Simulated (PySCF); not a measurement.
**Electronic structure of Pt+ (platinum, charge +1) at the PBE level**

Configuration: [Xe] 4f14 5d8 6p1, one real determinant (an excited configuration). Computed with PySCF 2.14 in aug-cc-pVQZ-PP with ECP60MDF (7s7p6d4f3g2h, 135 functions), with scalar relativity through the core potential.

```json
{
  "Total energy": "-118.7951 hartree",
  "One-electron energy": "-200.4476 hartree",
  "Hartree (Coulomb) energy": "92.9379 hartree",
  "Exchange-correlation energy": "-11.2855 hartree",
  "⟨S²⟩": "3.7507",
  "⟨L²⟩": "14.022",
  "Sum of ⟨r⟩": "24.96 bohr",
  "Sum of ⟨r²⟩": "47.83 bohr²",
  "Traceless quadrupole moment −½Σ⟨3z² − r²⟩ along its main axis": "-5.52 e·bohr²"
}
```

| shell | electrons | mean orbital energy (hartree) | spread (hartree) | rms radius, mean of both spins (bohr) |
| --- | --- | --- | --- | --- |
| 5s α | 1 | -4.21185 | 0 | 1.02 |
| 5s β | 1 | -4.16510 | 0 | 1.02 |
| 5p α | 3 | -2.55849 | 0.00940 | 1.18 |
| 5p β | 3 | -2.50402 | 0.01243 | 1.18 |
| 5d α | 5 | -0.68789 | 0.04180 | 1.72 |
| 5d β | 3 | -0.63961 | 0.01293 | 1.72 |
| 6p α | 1 | -0.31931 | 0 | 3.69 |

⟨L²⟩ = 14.02 against 20 for a pure G term, so this real determinant mixes terms. Energies and moments cover only the electrons outside the core potential. Spin-orbit coupling, absent here, splits the open shell strongly.
